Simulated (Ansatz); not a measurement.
Ansatz (a first-principles code) input (B3LYP-D3(BJ)/def2-TZVP):

Ansatz 0.2 input:
```yaml
crystal:
  periodic: [false, false, false]
  atoms:
    - {symbol: C, position_ang: [2.77032065, 0.75611569, 0.52552288]}
    - {symbol: C, position_ang: [1.35673080, 0.26953349, 0.82051784]}
    - {symbol: C, position_ang: [0.53475231, 0.13814237, -0.45955562]}
    - {symbol: C, position_ang: [-0.96262599, -0.16754137, -0.20876598]}
    - {symbol: C, position_ang: [-1.56986062, 0.90722410, 0.60253827]}
    - {symbol: C, position_ang: [-1.13887651, -1.52753381, 0.47038614]}
    - {symbol: C, position_ang: [-1.65506674, -0.21209637, -1.59168191]}
    - {symbol: H, position_ang: [2.74763532, 1.73497774, 0.05109995]}
    - {symbol: H, position_ang: [3.27982439, 0.06479001, -0.14284272]}
    - {symbol: H, position_ang: [3.34848457, 0.83369772, 1.44354373]}
    - {symbol: H, position_ang: [0.85642880, 0.97324665, 1.49067105]}
    - {symbol: H, position_ang: [1.41193951, -0.69461479, 1.32827114]}
    - {symbol: H, position_ang: [0.95904813, -0.64994922, -1.08577905]}
    - {symbol: H, position_ang: [0.60276349, 1.07666674, -1.01445375]}
    - {symbol: H, position_ang: [-1.47971885, 1.92996643, 0.28936403]}
    - {symbol: H, position_ang: [-2.16206532, 0.68790310, 1.46884596]}
    - {symbol: H, position_ang: [-0.63082567, -2.30596948, -0.09460278]}
    - {symbol: H, position_ang: [-0.73624807, -1.51117505, 1.47941233]}
    - {symbol: H, position_ang: [-2.19498767, -1.78122727, 0.53068902]}
    - {symbol: H, position_ang: [-1.54981849, 0.74232343, -2.10159013]}
    - {symbol: H, position_ang: [-1.20913590, -0.98871028, -2.20923375]}
    - {symbol: H, position_ang: [-2.71491635, -0.42530713, -1.47474678]}
basis:
  gaussian:
    orbitals: def2-TZVP
hamiltonian:
  xc: b3lyp
  dispersion: d3bj
magnetization: {spin_polarized: true, initial_magnetization: 1}
relax: {f_tol: 0.002, max_steps: 150}
```

Output:

```
Functional definition: B3LYP
integrals: 0.32 GiB planned
1920 factors; their error is unknown
0.42 GiB of the device are held for the grids
2.13 GiB of device memory are held for the factors and their scratch space
mean field: 2.76 GiB planned
mean field evaluation 1: about -7485.5489 eV, gradient 6.5e1 eV
mean field evaluation 2: about -7468.5114 eV, gradient 8.5e1 eV
mean field evaluation 4: about -7505.6238 eV, gradient 5.4e0 eV
mean field evaluation 8: about -7505.7438 eV, gradient 7.2e-2 eV
mean field evaluation 16: about -7505.6869 eV, gradient 5.2e-4 eV
mean field -7505.68689058 eV, -275.8289056915 hartree, gradient 3.1e-5 eV, S^2 0.753883; 0 other end points of the search recorded, 0 dependent functions left out
the calculation of the forces begins
reference -7505.68724225 eV, -275.8289186152 hartree; 29, 28 occupied and 278, 279 virtual orbitals, 1920 factors
relax step   1: F+E_penalty+E_count = -7506.56699814 eV  Δ(F+E_penalty+E_count) = +0.000e0 eV  max|allowed force component| = 5.105e-1 eV/Å  Δτ_max = 0.0000 Å  (33 SCF iters, accepted)
these checks for a lower state are left out or cut short: starts, cluster_reference, orbital_swaps, neighbouring_geometries, increment
integrals: 0.32 GiB planned
1920 factors; their error is unknown
0.41 GiB of the device are held for the grids
2.13 GiB of device memory are held for the factors and their scratch space
mean field: 2.75 GiB planned
mean field -7505.71918828 eV, -275.8300926101 hartree, gradient 1.6e-5 eV, S^2 0.753939; 0 other end points of the search recorded, 0 dependent functions left out
the calculation of the forces begins
reference -7505.71954211 eV, -275.8301056131 hartree; 29, 28 occupied and 278, 279 virtual orbitals, 1920 factors
relax step   2: F+E_penalty+E_count = -7506.59051902 eV  Δ(F+E_penalty+E_count) = -2.352e-2 eV  max|allowed force component| = 1.376e-1 eV/Å  Δτ_max = 0.0592 Å  (33 SCF iters, accepted)
these checks for a lower state are left out or cut short: starts, cluster_reference, orbital_swaps, neighbouring_geometries, increment
integrals: 0.32 GiB planned
1920 factors; their error is unknown
0.41 GiB of the device are held for the grids
2.13 GiB of device memory are held for the factors and their scratch space
mean field: 2.75 GiB planned
mean field evaluation 32: about -7505.7233 eV, gradient 1.6e-5 eV
mean field -7505.72328076 eV, -275.8302430058 hartree, gradient 1.6e-5 eV, S^2 0.753969; 0 other end points of the search recorded, 0 dependent functions left out
the calculation of the forces begins
reference -7505.72363481 eV, -275.8302560170 hartree; 29, 28 occupied and 278, 279 virtual orbitals, 1920 factors
relax step   3: F+E_penalty+E_count = -7506.59452788 eV  Δ(F+E_penalty+E_count) = -4.009e-3 eV  max|allowed force component| = 6.595e-2 eV/Å  Δτ_max = 0.0228 Å  (34 SCF iters, accepted)
these checks for a lower state are left out or cut short: starts, cluster_reference, orbital_swaps, neighbouring_geometries, increment
integrals: 0.32 GiB planned
1920 factors; their error is unknown
0.41 GiB of the device are held for the grids
2.13 GiB of device memory are held for the factors and their scratch space
mean field: 2.75 GiB planned
mean field -7505.72364745 eV, -275.8302564816 hartree, gradient 1.6e-5 eV, S^2 0.753944; 0 other end points of the search recorded, 0 dependent functions left out
the calculation of the forces begins
reference -7505.72400182 eV, -275.8302695046 hartree; 29, 28 occupied and 278, 279 virtual orbitals, 1920 factors
relax step   4: F+E_penalty+E_count = -7506.59534884 eV  Δ(F+E_penalty+E_count) = -8.210e-4 eV  max|allowed force component| = 5.989e-2 eV/Å  Δτ_max = 0.0549 Å  (33 SCF iters, accepted)
these checks for a lower state are left out or cut short: starts, cluster_reference, orbital_swaps, neighbouring_geometries, increment
integrals: 0.32 GiB planned
1920 factors; their error is unknown
[...]
1920 factors; their error is unknown
0.41 GiB of the device are held for the grids
2.13 GiB of device memory are held for the factors and their scratch space
mean field: 2.75 GiB planned
mean field -7505.72506856 eV, -275.8303087063 hartree, gradient 1.9e-5 eV, S^2 0.753939; 0 other end points of the search recorded, 0 dependent functions left out
the calculation of the forces begins
reference -7505.72542326 eV, -275.8303217414 hartree; 29, 28 occupied and 278, 279 virtual orbitals, 1920 factors
relax step   6: F+E_penalty+E_count = -7506.59677203 eV  Δ(F+E_penalty+E_count) = -7.119e-4 eV  max|allowed force component| = 2.156e-2 eV/Å  Δτ_max = 0.0607 Å  (32 SCF iters, accepted)
these checks for a lower state are left out or cut short: starts, cluster_reference, orbital_swaps, neighbouring_geometries, increment
integrals: 0.32 GiB planned
1920 factors; their error is unknown
0.41 GiB of the device are held for the grids
2.13 GiB of device memory are held for the factors and their scratch space
mean field: 2.75 GiB planned
mean field -7505.72490496 eV, -275.8303026941 hartree, gradient 7.9e-6 eV, S^2 0.753948; 0 other end points of the search recorded, 0 dependent functions left out
the calculation of the forces begins
reference -7505.72526043 eV, -275.8303157576 hartree; 29, 28 occupied and 278, 279 virtual orbitals, 1920 factors
relax step   7: F+E_penalty+E_count = -7506.59655586 eV  Δ(F+E_penalty+E_count) = +2.162e-4 eV  max|allowed force component| = 1.485e-1 eV/Å  Δτ_max = 0.0933 Å  (34 SCF iters, rejected (line search))
these checks for a lower state are left out or cut short: starts, cluster_reference, orbital_swaps, neighbouring_geometries, increment
integrals: 0.32 GiB planned
1920 factors; their error is unknown
0.41 GiB of the device are held for the grids
2.13 GiB of device memory are held for the factors and their scratch space
mean field: 2.75 GiB planned
mean field evaluation 64: about -7505.7242 eV, gradient 5.6e-1 eV
mean field -7505.72514390 eV, -275.8303114750 hartree, gradient 1.5e-5 eV, S^2 0.753930; 0 other end points of the search recorded, 0 dependent functions left out
the calculation of the forces begins
reference -7505.72549886 eV, -275.8303245196 hartree; 29, 28 occupied and 278, 279 virtual orbitals, 1920 factors
relax step   8: F+E_penalty+E_count = -7506.59698199 eV  Δ(F+E_penalty+E_count) = -2.100e-4 eV  max|allowed force component| = 4.443e-2 eV/Å  Δτ_max = 0.0438 Å  (33 SCF iters, accepted)
these checks for a lower state are left out or cut short: starts, cluster_reference, orbital_swaps, neighbouring_geometries, increment
integrals: 0.32 GiB planned
1920 factors; their error is unknown
0.41 GiB of the device are held for the grids
2.13 GiB of device memory are held for the factors and their scratch space
mean field: 2.75 GiB planned
mean field -7505.72536057 eV, -275.8303194376 hartree, gradient 1.7e-5 eV, S^2 0.753940; 0 other end points of the search recorded, 0 dependent functions left out
the calculation of the forces begins
reference -7505.72571596 eV, -275.8303324979 hartree; 29, 28 occupied and 278, 279 virtual orbitals, 1920 factors
relax step   9: F+E_penalty+E_count = -7506.59726897 eV  Δ(F+E_penalty+E_count) = -2.870e-4 eV  max|allowed force component| = 5.428e-2 eV/Å  Δτ_max = 0.0485 Å  (34 SCF iters, accepted)
these checks for a lower state are left out or cut short: starts, cluster_reference, orbital_swaps, neighbouring_geometries, increment
integrals: 0.32 GiB planned
1920 factors; their error is unknown
0.41 GiB of the device are held for the grids
2.13 GiB of device memory are held for the factors and their scratch space
mean field: 2.75 GiB planned
mean field -7505.72551005 eV, -275.8303249307 hartree, gradient 1.5e-5 eV, S^2 0.753923; 0 other end points of the search recorded, 0 dependent functions left out
the calculation of the forces begins
reference -7505.72586545 eV, -275.8303379914 hartree; 29, 28 occupied and 278, 279 virtual orbitals, 1920 factors
relax step  10: F+E_penalty+E_count = -7506.59740158 eV  Δ(F+E_penalty+E_count) = -1.326e-4 eV  max|allowed force component| = 3.398e-2 eV/Å  Δτ_max = 0.0068 Å  (35 SCF iters, accepted)
these checks for a lower state are left out or cut short: starts, cluster_reference, orbital_swaps, neighbouring_geometries, increment
integrals: 0.32 GiB planned
1920 factors; their error is unknown
0.41 GiB of the device are held for the grids
2.13 GiB of device memory are held for the factors and their scratch space
mean field: 2.75 GiB planned
mean field -7505.72555890 eV, -275.8303267262 hartree, gradient 1.5e-5 eV, S^2 0.753920; 0 other end points of the search recorded, 0 dependent functions left out
the calculation of the forces begins
reference -7505.72591436 eV, -275.8303397889 hartree; 29, 28 occupied and 278, 279 virtual orbitals, 1920 factors
relax step  11: F+E_penalty+E_count = -7506.59749812 eV  Δ(F+E_penalty+E_count) = -9.654e-5 eV  max|allowed force component| = 1.561e-3 eV/Å  Δτ_max = 0.0117 Å  (34 SCF iters, accepted)
these checks for a lower state are left out or cut short: starts, cluster_reference, orbital_swaps, neighbouring_geometries, increment
integrals: 0.32 GiB planned
1920 factors; their error is unknown
0.41 GiB of the device are held for the grids
2.13 GiB of device memory are held for the factors and their scratch space
mean field: 2.75 GiB planned
mean field evaluation 96: about -7505.7256 eV, gradient 1.5e-5 eV
mean field -7505.72555047 eV, -275.8303264163 hartree, gradient 1.5e-5 eV, S^2 0.753918; 0 other end points of the search recorded, 0 dependent functions left out
the calculation of the forces begins
reference -7505.72590606 eV, -275.8303394840 hartree; 29, 28 occupied and 278, 279 virtual orbitals, 1920 factors
relax step  12: F+E_penalty+E_count = -7506.59752804 eV  Δ(F+E_penalty+E_count) = -2.993e-5 eV  max|allowed force component| = 1.809e-3 eV/Å  Δτ_max = 0.0168 Å  (34 SCF iters, accepted)
these checks for a lower state are left out or cut short: starts, cluster_reference, orbital_swaps, neighbouring_geometries, increment
integrals: 0.32 GiB planned
1920 factors; their error is unknown
0.41 GiB of the device are held for the grids
2.13 GiB of device memory are held for the factors and their scratch space
mean field: 2.75 GiB planned
mean field -7505.72554730 eV, -275.8303262999 hartree, gradient 1.5e-5 eV, S^2 0.753916; 0 other end points of the search recorded, 0 dependent functions left out
the calculation of the forces begins
reference -7505.72590297 eV, -275.8303393705 hartree; 29, 28 occupied and 278, 279 virtual orbitals, 1920 factors
relax step  13: F+E_penalty+E_count = -7506.59753351 eV  Δ(F+E_penalty+E_count) = -5.469e-6 eV  max|allowed force component| = 1.610e-3 eV/Å  Δτ_max = 0.0109 Å  (34 SCF iters, accepted)
integrals: 0.32 GiB planned
1920 factors; their error is unknown
0.41 GiB of the device are held for the grids
2.13 GiB of device memory are held for the factors and their scratch space
mean field: 2.75 GiB planned
mean field evaluation 128: about -7505.7255 eV, gradient 3.0e-5 eV
mean field -7505.72554730 eV, -275.8303262999 hartree, gradient 1.4e-5 eV, S^2 0.753916; 1 other end points of the search recorded, 0 dependent functions left out
the calculation of the forces begins
reference -7505.72590297 eV, -275.8303393705 hartree; 29, 28 occupied and 278, 279 virtual orbitals, 1920 factors
Total energy: -7506.59788918 eV, -275.8623842726 hartree
Atom 0 at     2.808746     0.730755     0.510480 Å, force     0.000135     0.000133    -0.000067 eV/Å
Atom 1 at     1.385359     0.275012     0.819708 Å, force    -0.000285    -0.000113     0.000008 eV/Å
Atom 2 at     0.519164     0.184078    -0.434108 Å, force     0.000058    -0.000161    -0.000734 eV/Å
Atom 3 at    -0.970099    -0.158499    -0.203059 Å, force    -0.000199     0.000243     0.000666 eV/Å
Atom 4 at    -1.631966     0.911951     0.602024 Å, force    -0.001481     0.000483     0.001055 eV/Å
Atom 5 at    -1.123156    -1.519071     0.493089 Å, force    -0.000292     0.000051    -0.000171 eV/Å
Atom 6 at    -1.657591    -0.236372    -1.587760 Å, force     0.000524    -0.000178    -0.000135 eV/Å
Atom 7 at     2.813036     1.721357     0.049128 Å, force    -0.000079    -0.000004     0.000044 eV/Å
Atom 8 at     3.300677     0.043454    -0.182500 Å, force    -0.000031     0.000059     0.000012 eV/Å
Atom 9 at     3.417430     0.782178     1.415158 Å, force    -0.000031     0.000012     0.000019 eV/Å
Atom 10 at     0.922255     0.966600     1.529526 Å, force    -0.000034    -0.000040    -0.000106 eV/Å
Atom 11 at     1.419500    -0.696976     1.318214 Å, force     0.000024    -0.000063    -0.000022 eV/Å
Atom 12 at     0.945352    -0.562763    -1.112871 Å, force     0.000162    -0.000084    -0.000030 eV/Å
Atom 13 at     0.567339     1.140618    -0.966486 Å, force     0.000059    -0.000060     0.000115 eV/Å
Atom 14 at    -1.399918     1.954165     0.421915 Å, force    -0.000371    -0.001128     0.000291 eV/Å
Atom 15 at    -2.469325     0.685570     1.248869 Å, force     0.001609     0.000709    -0.001127 eV/Å
Atom 16 at    -0.620219    -2.303958    -0.076443 Å, force     0.000004     0.000023    -0.000103 eV/Å
Atom 17 at    -0.703245    -1.505355     1.498809 Å, force     0.000027     0.000109     0.000014 eV/Å
Atom 18 at    -2.178130    -1.788502     0.576444 Å, force     0.000030    -0.000008     0.000035 eV/Å
Atom 19 at    -1.565292     0.710501    -2.122482 Å, force     0.000028     0.000080     0.000110 eV/Å
Atom 20 at    -1.196846    -1.019011    -2.196976 Å, force    -0.000000    -0.000068    -0.000099 eV/Å
Atom 21 at    -2.719290    -0.465270    -1.483070 Å, force     0.000145     0.000008     0.000224 eV/Å
Dipole moment:     0.000752    -0.029269    -0.027941 e Å
```

It need not be the lowest isomer of its formula.
